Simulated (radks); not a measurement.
Question: All-electron atom: V V in [Ar] 3d1 (the NIST ground configuration). Method: non-relativistic Kohn-Sham, exchange-only PBE, spin-unpolarised, spherical densities, point nucleus; computed with a radial shooting solver on a logarithmic mesh with Libxc functionals. Some entries of the table are withheld. Estimate them.

orbital,occ.,eigenvalue (hartree),r(max) (bohr)
1s,2,-197.7485,0.04410
2s,2,-23.91986,0.2581
2p,6,-20.49620,0.2091
3s,2,-4.43562,(1)
3p,6,-3.48679,0.8308
3d,1,-1.99228,(2)
4s,0,-1.41773,(3)
4p,0,-1.17261,(4)

Answer: 
(1) 3s r(max) (bohr): 0.8160
(2) 3d r(max) (bohr): 0.8162
(3) 4s r(max) (bohr): 2.156
(4) 4p r(max) (bohr): 2.363
